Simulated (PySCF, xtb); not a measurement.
C2H5O, SMILES [CH2]OC, multiplicity 2. Atoms are numbered in the order given.

```xyz
8

C      1.2027    -0.1669    -0.0115
O     -0.0009     0.0551     0.5470
C     -1.0786     0.0676    -0.3605
H      1.3358     0.0579    -1.0654
H      2.0270    -0.1262     0.6858
H     -0.9299     0.8330    -1.1311
H     -1.1926    -0.9091    -0.8424
H     -1.9775     0.2993     0.2088
```
Charge 0, spin multiplicity 2.

Geometry: PBE0-D3(BJ)/def2-TZVP. The isomer is the one that the SMILES or the coordinates give; other isomers of the formula were not compared.

The numbers are results of C-PCM-PBE0/def2-SVP in PySCF, not measurements.

The values are the electrostatic part of the solvation free energy, E(continuum) − E(gas) at the gas-phase geometry, in a cavity of scaled van der Waals radii (PySCF's table); cavitation and dispersion terms are not included. The dipole moment in vacuum is 1.39 D.

Task: Estimate the values in water (ε = 78.36), 1-octanol (ε = 9.86), ethanol (ε = 24.85). (An estimate is asked for; the answer gives what the named calculation found.)

Result: 
```json
[
 {"solvent": "water", "ε": "78.36", "ΔG(elec) (kcal/mol)": "-2.6", "dipole (D)": "1.70"},
 {"solvent": "1-octanol", "ε": "9.86", "ΔG(elec) (kcal/mol)": "-2.3", "dipole (D)": "1.67"},
 {"solvent": "ethanol", "ε": "24.85", "ΔG(elec) (kcal/mol)": "-2.5", "dipole (D)": "1.69"}
]
```

For comparison, GFN2-xTB/ALPB(water) (xtb, at the GFN2-xTB geometry, all terms of that model) gives -1.0 kcal/mol.
